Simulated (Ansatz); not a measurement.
Born–Oppenheimer molecular dynamics of CH7FN2OSi (13 atoms, charge 0, multiplicity 1). It goes on from the last frame of an earlier run, with new velocities.

The calculation used Ansatz 0.2.0, RKS r2SCAN/STO-3G.

| Property | Result |
| --- | --- |
| ensemble | NVT, Langevin thermostat |
| time step | 0.5 fs |
| steps asked | 166 |
| set temperature | 400 K |
| friction | 0.02 /fs |
| masses | H 2.014 u |
| seed | 825994 |

First frame:

```xyz
13
Properties=species:S:1:pos:R:3
Si -0.123 -0.164 -0.037
O 0.113 -0.495 1.647
C -1.101 -0.435 2.457
H -1.835 -1.242 2.175
H -0.767 -0.617 3.502
H -1.615 0.584 2.443
N 1.451 -0.186 -0.849
H 1.926 -1.110 -0.673
H 2.176 0.476 -0.473
F -0.832 1.289 -0.142
N -1.258 -1.344 -0.707
H -1.023 -2.335 -0.500
H -1.249 -1.270 -1.759
```

Problem. How far do the bonds stretch over the last three quarters of this one trajectory? (Pairs bonded in most of those frames.)

Solution. 
```csv
bond,mean (Å),spread (Å),shortest,longest
Si1–O2,1.713,0.033,1.66,1.76
Si1–N7,1.776,0.042,1.70,1.84
Si1–F10,1.633,0.027,1.59,1.67
Si1–N11,1.755,0.051,1.68,1.83
O2–C3,1.458,0.025,1.41,1.50
C3–H4,1.119,0.033,1.06,1.19
C3–H5,1.111,0.009,1.09,1.14
C3–H6,1.114,0.026,1.06,1.17
N7–H8,1.058,0.038,0.98,1.12
N7–H9,1.054,0.019,1.01,1.08
N11–H12,1.050,0.030,0.99,1.11
N11–H13,1.043,0.027,1.00,1.12
```

Mean temperature of the second half: 427 K. A run of 0.083 ps of so small a system gives no equilibrium averages. Limits of this set-up: minimal basis.

The run took 5.2 min on 1 thread of AMD EPYC 9R45 96-Core Processor (Zen 5), with other jobs on the host, peak memory 0.14 GiB.
